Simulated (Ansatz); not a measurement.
Species: [Ti(Br)4] (charge 0, multiplicity 1).

Question: Give a relaxed geometry from PBE-D3(BJ)/def2-SVP in Ansatz (an electronic-structure program).

Answer: the end point of this relaxation.
Z-matrix (Å, degrees):
```
Ti
Br 1 2.3278
Br 1 2.3278 2 109.47
Br 1 2.3278 2 109.47 3 120.00
Br 1 2.3278 2 109.47 3 -120.00
```
